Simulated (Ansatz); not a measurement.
Start from `[GaH2][NH][SiH2]Br` and change one atom or group to get `[SiH3]N[SiH2]Br`.

Ansatz, PBE0-D4/def2-TZVP geometries, multiplicity 1. Each molecule was computed in one conformer, which needn't be the lowest.

Scalar relativity is left out up to krypton. Spin–orbit coupling is left out; it splits and shifts lone-pair levels of the heavy atoms by tenths of an eV.

```json
{"property": "LUMO energy (PBE/def2-TZVPP) / eV", "`[GaH2][NH][SiH2]Br`": "-2.15"}
{"property": "size of the dipole moment (B3LYP/def2-TZVPP) / D", "`[GaH2][NH][SiH2]Br`": "2.26"}
{"property": "HOMO–LUMO gap (B3LYP/def2-TZVPP) / eV", "`[GaH2][NH][SiH2]Br`": "6.11"}
{"property": "HOMO–LUMO gap (PBE0/def2-TZVPP) / eV", "`[GaH2][NH][SiH2]Br`": "6.62"}
{"property": "size of the dipole moment (ωB97M-V/def2-TZVPP) / D", "`[GaH2][NH][SiH2]Br`": "2.35"}
{"property": "HOMO energy (PBE/def2-TZVPP) / eV", "`[GaH2][NH][SiH2]Br`": "-6.74"}
```

Q: What does the change do to each property? (Estimate.)

A: Ansatz gave: 
| property | `[SiH3]N[SiH2]Br` | shift |
| --- | --- | --- |
| LUMO energy (PBE/def2-TZVPP) / eV | -1.00 | 1.15 |
| size of the dipole moment (B3LYP/def2-TZVPP) / D | 1.95 | -0.31 |
| HOMO–LUMO gap (B3LYP/def2-TZVPP) / eV | 7.33 | 1.22 |
| HOMO–LUMO gap (PBE0/def2-TZVPP) / eV | 7.78 | 1.16 |
| size of the dipole moment (ωB97M-V/def2-TZVPP) / D | 1.97 | -0.38 |
| HOMO energy (PBE/def2-TZVPP) / eV | -6.63 | 0.11 |

The zero-point energy changes by 30.5 kJ/mol with +3 modes. Dipoles are sizes alone; their direction can turn.

Positive LUMOs are unbound, so they and the gaps depend on the basis.

B3LYP here is the variant with VWN-RPA as its local correlation; programs differ in this.
